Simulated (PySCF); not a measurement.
**Titanium: a sound run and one with changed settings**

Sound run: Ti+ [Ar] 3d2 4s1, Ti(2+) [Ar] 3d2. All numbers are calculated (PySCF 2.14, the non-relativistic Hamiltonian (point nucleus), in cc-pVTZ). In the sound run the correlated levels freeze [Ar]. The sound run starts from symmetry-adapted Hartree-Fock orbitals and uses a fine grid where one is needed.

Changed run: all electrons correlated in a basis built for the valence shell.

```
species  method  sound run (hartree)  changed run (hartree)  converged
    Ti+     MP2           -848.22085             -848.49737        yes
 Ti(2+)     MP2           -847.74208             -848.00263        yes
```

Ionisation energy of Ti+:

| method | sound run (eV) | changed run (eV) |
| --- | --- | --- |
| UHF | 12.852 | 12.852 |
| MP2 | 13.028 | 13.462 |
| SCS-MP2 | 12.911 | 13.294 |

A valence basis has no tight correlating functions, so it recovers only part of the core correlation, and not evenly between atom and ion.

For comparison, NIST gives 13.575 eV between the lowest levels.
